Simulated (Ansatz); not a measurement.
`FBO[SiH3]` + `CB(O)SCO` → `OCB(F)O[SiH3]` + `CB(O)S`  (redistribution)

Calculated with Ansatz (gas phase, PBE0-D4/def2-TZVP geometries, no zero-point term in ΔE). CCSD(T)/CBS is the MP2 limit (def2-TZVPP, def2-QZVPP) plus CCSD(T) − MP2 in def2-TZVPP, frozen cores. Functionals use def2-TZVPP. B3LYP here is the variant with VWN-RPA as its local correlation; programs differ in this. One conformer a species, not always the lowest.

`FBO[SiH3]`:

Z-matrix (Å, degrees):
```
Si
O 1 1.655
H 1 1.481 2 108.0
H 1 1.481 2 108.0 3 -119.2
H 1 1.485 2 110.1 3 120.4
B 2 1.342 1 134.0 3 -120.1
F 6 1.324 2 118.3 1 180.0
H 6 1.198 2 123.1 1 0.0
```

`CB(O)SCO`:

Z-matrix (Å, degrees):
```
C
B 1 1.569
H 1 1.092 2 110.3
H 1 1.096 2 110.1 3 -118.4
H 1 1.093 2 114.1 3 122.1
O 2 1.361 1 117.8 3 13.8
S 2 1.821 1 124.8 3 -167.3
H 6 0.961 2 114.5 1 178.5
C 7 1.823 2 103.6 1 2.6
O 9 1.392 7 114.3 2 91.5
H 9 1.090 7 106.0 2 -151.2
H 9 1.093 7 107.8 2 -34.7
H 10 0.961 9 108.7 7 -58.8
```

`OCB(F)O[SiH3]`:

Z-matrix (Å, degrees):
```
C
B 1 1.575
O 1 1.416 2 109.0
H 1 1.100 2 108.9 3 -122.4
H 1 1.100 2 108.9 3 122.4
O 2 1.338 1 124.1 3 0.2
F 2 1.332 1 117.7 3 -179.9
H 3 0.959 1 109.8 2 -179.9
Si 6 1.659 2 138.1 1 0.1
H 9 1.484 6 104.8 2 179.8
H 9 1.481 6 111.1 2 -62.6
H 9 1.481 6 111.1 2 62.3
```

`CB(O)S`:

Cartesian coordinates in Å:
```
C -0.113 -0.844 0.714
B -0.173 0.436 -0.184
O -1.203 1.308 -0.028
S 1.093 0.813 -1.450
H -0.164 -1.750 0.102
H 0.828 -0.896 1.269
H -0.938 -0.867 1.429
H -1.184 2.071 -0.611
H 1.855 -0.270 -1.240
```

```csv
level,ΔE (kcal/mol),difference from CCSD(T)/CBS
PBE-D4,-9.2,1.3
r2SCAN-D4,-10.5,0.0
PBE0-D4,-10.7,-0.2
B3LYP-D4,-10.7,-0.2
ωB97X-V,-11.1,-0.6
ωB97M-V,-11.5,-1.0
B2PLYP,-10.5,0.0
PBE,-9.2,1.3
r2SCAN,-10.5,0.0
PBE0,-10.7,-0.2
B3LYP,-10.7,-0.2
HF/def2-TZVPP,-12.8,-2.3
MP2/def2-TZVPP,-10.0,0.5
SCS-MP2/def2-TZVPP,-10.2,0.3
CCSD/def2-TZVPP,-11.9,-1.4
CCSD(T)/def2-TZVPP,-10.9,-0.4
HF/def2-QZVPP,-12.6,-2.1
MP2/def2-QZVPP,-9.6,0.9
SCS-MP2/def2-QZVPP,-9.8,0.7
HF/CBS(def2),-12.5,-2.0
MP2/CBS(def2),-9.5,1.0
CCSD/CBS(def2),-11.4,-0.9
CCSD(T)/CBS,-10.5,0
```

Largest T1 diagnostic among the species: 0.013.

From PBE to PBE0 (25 % exact exchange), in def2-TZVPP and without D4, ΔE moves by −1.4 kcal/mol. In def2-TZVPP, CCSD(T) changes the Hartree–Fock value by +1.8 kcal/mol (the triples alone add +0.9 kcal/mol) and MP2 by +2.8 kcal/mol.
